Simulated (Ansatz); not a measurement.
Cartesian coordinates (Å):
SMILES: c1(cc(co1)O)B
```xyz
12

B      2.4242    -0.2683    -0.1214
C      0.9206    -0.0832    -0.1083
C     -0.0455    -0.2552     0.8908
C     -1.3078     0.0677     0.3291
O     -2.4847     0.0192     0.9978
C     -1.0491     0.4232    -0.9954
O      0.2663     0.3370    -1.2640
H      3.0661    -0.0537    -1.1300
H      2.9710    -0.6360     0.9004
H      0.1468    -0.5806     1.9190
H     -3.2038     0.2848     0.3961
H     -1.7041     0.7450    -1.8141
```
Charge 0, spin multiplicity 1.

Method: frozen-core CCSD(T)/cc-pVTZ // PBE-D3(BJ)/def2-SVP run with Ansatz (a quantum-chemistry and plane-wave program). The restricted HF reference is unstable towards unrestricted orbitals.

- HF energy = -328.85340 Ha
- MP2 correlation energy = -1.20301 Ha

### Question
Estimate the CCSD correlation energy, the (T) correction, the total energy and the T1 diagnostic.

### Answer

```json
{
 "CCSD correlation energy": "-1.22144 Ha",
 "(T) correction": "-0.06036 Ha",
 "CCSD(T) total energy": "-330.13520 Ha",
 "T1 diagnostic": "0.014"
}
```
